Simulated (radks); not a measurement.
Coulomb parameter of the 5d shell of the mercury ion Hg3+ in the model configuration [Xe] 4f14 5d8 6s1, as a second difference U = [E(n + 0.5) + E(n - 0.5) - 2 E(n)] / (0.5)^2 with all orbitals relaxed. "Bare": the charge of the atom changes with n. "Screened": the 6s shell takes up the change at fixed total charge, which measures U(5d,5d) + U(6s,6s) - 2 U(5d,6s). All-electron calculation, scalar-relativistic Kohn-Sham, PBEsol, spin-unpolarised, spherical densities, point nucleus. Program: a radial shooting solver on a logarithmic mesh with Libxc functionals.

case                   configuration  E - E(n) (eV)
start              [Xe] 4f14 5d8 6s1          0.000
bare +0.5        [Xe] 4f14 5d8.5 6s1        -20.996
bare -0.5        [Xe] 4f14 5d7.5 6s1         24.614
screened +0.5  [Xe] 4f14 5d8.5 6s0.5         -4.722
screened -0.5  [Xe] 4f14 5d7.5 6s1.5          5.091

U(bare) = 14.470 eV, U(screened by 6s) = 1.476 eV, against the Slater integral F0(5d,5d) = 18.071 eV with frozen orbitals.
